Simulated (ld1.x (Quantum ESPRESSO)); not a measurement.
scandium (Sc): variants of one ultrasoft potential

Base potential:

ld1.x (Quantum ESPRESSO) 7.5 input, shortened:

```
&input
   title='Sc', zed=21., rel=1, dft='REVPBE', iswitch=3,
   config='[Ar] 3d1 4s1.75 4p0'
 /
 &inputp
   pseudotype=3, tm=.true., lloc=-1, rcloc=1.70,
   nlcc=.true.,
   which_augfun='PSQ', rmatch_augfun=1.80
 /
6
3S  1  0   2.00   0.00  1.85  2.15  0.0
4S  2  0   1.75   0.00  1.85  2.15  0.0
3P  2  1   6.00   0.00  1.70  1.95  0.0
4P  3  1   0.00   0.00  1.70  1.95  0.0
3D  3  2   1.00   0.00  2.75  2.95  0.0
3D  3  2   0.00   0.45  2.75  2.95  0.0
 &test
   configts(1)='3s2 3p6 3d1 4s1.75 4p0'
 /
```

All-electron outer shells of the reference configuration (revPBE, scalar-relativistic, ld1.x):

```tsv
shell	level (eV)	outermost node (bohr)	outermost maximum (bohr)
2s	-476.05	0.10	0.28
2p	-389.83	–	0.23
3s	-56.71	0.42	0.93
3p	-35.25	0.39	0.97
4s	-5.46	1.32	3.10
3d	-4.74	–	1.10
4p	-2.59	1.49	3.88
```

Cutoffs, loose and tight: the cutoffs (Ry, on a coarse ladder) from which the occupation-weighted sum of valence levels, in a spherical-Bessel basis at the reference potential, stays within 10 and 1 mRy of its value at 400 Ry. They do not see the model core or the augmentation charge, which bear on the density cutoff. Test errors are all-electron minus pseudo excitation energies from the reference, over the configurations 3s2 3p6 3d1 4s2 4p0; 3s2 3p6 3d1 4s1 4p0; 3s2 3p6 3d1 4s0 4p0; 3s2 3p6 3d0 4s2 4p1; 3s2 3p6 3d1.5 4s1.5 4p0; 3s1 3p6 3d1 4s2 4p0; 3s2 3p6 3d1 4s1.5 4p0. A dash means not determined; rows that change the core or the reference have their own tests. The largest error is taken over the tests solved by every variant that gives reliable tests at all: 3s2 3p6 3d0 4s2 4p1; 3s2 3p6 3d1 4s0 4p0; 3s2 3p6 3d1 4s1 4p0; 3s2 3p6 3d1 4s2 4p0; 3s2 3p6 3d1.5 4s1.5 4p0.

Cutoffs are not given where the Bessel-basis levels miss the radial ones by over 6 mRy, ghosts where they miss by over 20 mRy; a channel whose overlap is not positive is not tested.

A file whose overlap is not positive is unfit for use, and its test errors describe a broken file.

| change | outcome | bound ghosts | largest test error (meV) |
| --- | --- | --- | --- |
| base | generated, overlap not positive | not determined (overlap not positive) | +14 |
| waves 3d (bound): rcut 2.16, rcutus 2.28 bohr; 3d channel at 0.45 Ry: rcut 2.16, rcutus 2.28 bohr | generated, overlap not positive | not determined (overlap not positive) | +21 |
| waves 3d (bound): rcut 2.52, rcutus 2.68 bohr; 3d channel at 0.45 Ry: rcut 2.52, rcutus 2.68 bohr | generated, overlap not positive | not determined (overlap not positive) | +20 |
| waves 3d (bound): rcut 2.75, rcutus 3.64 bohr; 3d channel at 0.45 Ry: rcut 2.75, rcutus 3.64 bohr | generated, overlap not positive | not determined (overlap not positive) | -9.2 |
| waves 3d (bound): rcut 2.75, rcutus 3.98 bohr; 3d channel at 0.45 Ry: rcut 2.75, rcutus 3.98 bohr | generated, overlap not positive | not determined (overlap not positive) | -9.5 |
| waves 3d (bound): rcut 2.75, rcutus 4.50 bohr; 3d channel at 0.45 Ry: rcut 2.75, rcutus 4.50 bohr | generated, overlap not positive | not determined (overlap not positive) | -8.6 |

**Question.** What comes out with this change to the base: waves 3d (bound): rcut 1.78, rcutus 1.88 bohr; 3d channel at 0.45 Ry: rcut 1.78, rcutus 1.88 bohr?

**Answer.** outcome: generated, overlap not positive; bound ghosts: not determined (overlap not positive); largest test error (meV): -59. A file whose overlap is not positive is unfit for use, and its test errors describe a broken file.

**Question.** What comes out with this change to the base: waves 3d (bound): rcut 2.75, rcutus 3.10 bohr; 3d channel at 0.45 Ry: rcut 2.75, rcutus 3.10 bohr?

**Answer.** outcome: generated, overlap not positive; bound ghosts: not determined (overlap not positive); largest test error (meV): +11. A file whose overlap is not positive is unfit for use, and its test errors describe a broken file.
